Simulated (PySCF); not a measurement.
```xyz
26

Ga    -0.0587     0.0112    -0.1932
C     -0.4996    -1.9195    -0.4465
H      0.3881    -2.5725    -0.4450
H     -0.9817    -2.0436    -1.4309
H     -1.2129    -2.3098     0.2985
C      1.6019     0.6750    -1.0808
H      2.5019     0.0912    -0.8245
H      1.8121     1.7366    -0.8727
H      1.4761     0.5859    -2.1731
C     -1.5995     1.2784    -0.1128
H     -1.3472     2.2507     0.3424
H     -2.4729     0.8679     0.4194
H     -1.9301     1.4955    -1.1425
C     -0.5861    -0.2730     2.7524
N      0.5796     0.0105     1.9187
C      1.1275     1.3272     2.2350
C      1.5971    -1.0232     2.0925
H     -0.3115    -0.3072     3.8234
H     -1.0195    -1.2401     2.4640
H     -1.3456     0.5051     2.6019
H      1.9945     1.5301     1.5930
H      1.4415     1.3845     3.2942
H      0.3686     2.0981     2.0454
H      1.9675    -1.0469     3.1346
H      1.1735    -2.0040     1.8406
H      2.4414    -0.8272     1.4180
```

Charge 0, multiplicity 1.

Problem. Give the Mulliken and meta-Löwdin atomic charges from PySCF with M06-2X/def2-TZVP // PBE0-D3(BJ)/def2-SVP.

Solution. 
| atom | Mulliken (e) | meta-Löwdin (e) |
|---|---|---|
| Ga1 | 0.55 | 0.62 |
| C2 | -0.69 | -0.61 |
| H3 | 0.14 | 0.10 |
| H4 | 0.15 | 0.11 |
| H5 | 0.14 | 0.10 |
| C6 | -0.69 | -0.61 |
| H7 | 0.14 | 0.10 |
| H8 | 0.14 | 0.10 |
| H9 | 0.15 | 0.11 |
| C10 | -0.69 | -0.61 |
| H11 | 0.14 | 0.10 |
| H12 | 0.14 | 0.10 |
| H13 | 0.15 | 0.11 |
| C14 | -0.39 | -0.22 |
| N15 | -0.17 | -0.11 |
| C16 | -0.39 | -0.22 |
| C17 | -0.39 | -0.22 |
| H18 | 0.15 | 0.10 |
| H19 | 0.18 | 0.12 |
| H20 | 0.19 | 0.13 |
| H21 | 0.19 | 0.13 |
| H22 | 0.15 | 0.10 |
| H23 | 0.18 | 0.12 |
| H24 | 0.15 | 0.10 |
| H25 | 0.19 | 0.13 |
| H26 | 0.18 | 0.12 |
